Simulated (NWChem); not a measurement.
System: PbSi₂H₆, singlet; SMILES [SiH3][Pb][SiH3]

All runs: NWChem. Low-valent species are run as closed-shell singlets; no triplet was tried in these runs. Coordinates come from a PBE-D3(BJ)/def2-SVP optimisation. def2 effective core potentials on Pb; no spin-orbit coupling. Total energies of different functionals are on different scales.

```
level                                                               energy (Ha)  highest occupied level (eV)  orbital gap (eV)  dipole (D)
------------------------------------------------------------------  -----------  ---------------------------  ----------------  ----------
B3LYP/def2-SVP                                                        -775.3691                        -6.30              2.83        2.25
PBE/def2-SVP                                                          -774.9687                          [?]              1.66        2.19
MPW1K/def2-SVP                                                        -775.3334                        -7.17              4.43        2.33
N12/def2-SVP                                                          -775.6629                        -5.39              1.68        2.37
PW91/def2-SVP                                                         -775.3226                        -5.65              1.64        2.19
LC-wPBE (HJS exchange hole, range parameter 0.4 per bohr)/def2-SVP    -775.0641                        -8.77              7.60        2.31
BP86/def2-SVP                                                         -775.4639                        -5.73              1.66        2.16
```

### Question
What belongs in the gaps?

### Answer

- PBE/def2-SVP, highest occupied level (eV): -5.61
